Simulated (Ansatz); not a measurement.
Cartesian coordinates in Å:
```
Si 0.533 -0.314 1.596
C 0.479 0.867 0.132
S 1.159 0.162 -1.393
S -0.165 -1.288 -1.897
S -1.730 -0.377 -2.872
H 1.949 -0.661 1.877
H -0.058 0.353 2.789
H -0.235 -1.549 1.304
H -0.522 1.257 -0.070
H 1.118 1.732 0.340
H -2.529 -0.182 -1.806
```

Total charge 0; spin multiplicity 1.

(1) List the B3LYP/def2-TZVPP orbital energies in eV (Ansatz 0.2.0). (Best estimate.)

Answers

(1) Computed: Occupied: -2419.14, -2418.70, -2418.68, -1799.00, -277.69, -217.01, -216.62, -216.62, -161.60, -161.50, -161.32, -161.21, -161.20, -161.11, -161.11, -160.96, -160.95, -143.56, -98.88, -98.87, -98.87, -22.97, -21.15, -18.95, -16.44, -14.55, -12.71, -11.95, -11.57, -10.61, -9.98, -9.63, -9.49, -9.27, -7.47, -7.25, -6.69. Lowest empty: -1.34, -0.58, -0.19, 0.28, 0.92, 1.16, 1.27, 1.68.

B3LYP here is the variant with VWN-RPA as its local correlation; programs differ in this.
